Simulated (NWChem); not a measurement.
Species: BAsH3F; SMILES FB[AsH2]

```xyz
6

B     -0.5762     1.1728    -0.0019
As     0.0507    -0.7564    -0.0501
H     -0.9545    -1.2210     0.9896
H      1.1976    -0.5742     0.9296
F      0.3016     2.1585    -0.0222
H     -1.7507     1.4650    -0.0566
```
Atoms are numbered in this order, from 1.

All runs: NWChem. Geometry: optimised at PBE0/def2-SVP. Vertical excitations in the gas phase; the lowest state need not have the same character in each row.

```
level                                      lowest excitation, singlet (eV)  oscillator strength of that lowest state  orbital gap (eV)
-----------------------------------------  -------------------------------  ----------------------------------------  ----------------
PBE/def2-SVP, TDA                                                      [?]                                     0.051               [?]
B3LYP/def2-SVP, TDA                                                   5.00                                     0.048              5.89
LDA (Slater exchange, VWN5)/def2-SVP, TDA                             4.68                                     0.047              4.08
BHandHLYP/def2-SVP, TDA                                               5.37                                     0.044              8.38
```

Question: Some entries are withheld; supply them.

Answer: 
- PBE/def2-SVP, TDA, lowest excitation, singlet (eV): 4.75
- PBE/def2-SVP, TDA, orbital gap (eV): 4.19
